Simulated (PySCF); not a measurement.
Gas-phase equilibrium of 1 mol SnCl₄, 9.6 mol H₂O at 1800 K and 0.100 bar, among 27 species (ClO, SnCl₄, O₂, HCl, O, SnH₂, HO₂, SnO, SnHCl₃, SnCl₃, H₂O, H, HOCl, H₂O₂, O₃, H₂, SnH₄, SnCl₂, SnH₂Cl₂, Cl, Cl₂, SnO₂, SnH₃Cl, Sn₂O₂, SnHCl, Sn(OH)₂, OH). Only gases are allowed; each row takes one source of thermochemistry for all species, and Cantera finds the minimum.

Method: PySCF energies plus ideal-gas RRHO corrections (1 bar). † marks an energy on the PBE0/def2-TZVP geometry and frequencies; other levels use their own. Open shells (unrestricted) among the columns below: O₂ (multiplicity 3), Cl (multiplicity 2, electronic degeneracy 6), OH (multiplicity 2, electronic degeneracy 4); the rest are closed-shell singlets. Spin-orbit splitting is ignored; it lowers the true energy and changes the entropy of Cl, OH. Sn: scalar-relativistic def2 core potential, no spin-orbit coupling. The harmonic model lacks anharmonicity and excited electronic states, which grow with temperature; levels with a mode under 35 cm⁻¹ are left out. Soft modes under 120 cm⁻¹ make the harmonic entropy rough for SnCl₂.

Molecules larger than those listed are left out. Also missing: (SnO)n, which can matter at low temperature or high pressure.

Mole fractions:

| thermochemistry | x H₂O | x HCl | x SnCl₂ | x O₂ | x SnO | x H₂ | x Cl | x OH |
|---|---|---|---|---|---|---|---|---|
| M06-2X/def2-TZVP† | 0.70 | 0.17 | 0.076 | 0.040 | 0.0031 | 0.0017 | 0.0053 | 0.0026 |
| PBE0/def2-QZVP† | 0.69 | 0.18 | 0.071 | 0.040 | 0.0094 | 0.0012 | 0.0040 | 0.0029 |
| PBE0/def2-TZVP | 0.69 | 0.18 | 0.070 | 0.041 | 0.010 | 0.0027 | 0.0034 | 0.0029 |
| r2SCAN/def2-TZVP† | 0.67 | 0.20 | 0.061 | 0.042 | 0.017 | 0.0059 | 0.0027 | 0.0030 |
| LDA/def2-TZVP† | 0.68 | 0.20 | 0.065 | 0.041 | 0.012 | 0.00067 | 0.00034 | 6.1e-5 |
| ωB97X-V/def2-TZVP† | 0.68 | 0.19 | 0.063 | 0.041 | 0.012 | 0.0038 | 0.0034 | 0.0025 |
The most sensitive of these is OH: it spans a factor of 10^1.7 over these rows; at this temperature one factor of ten is RT ln 10 = 34 kJ/mol.
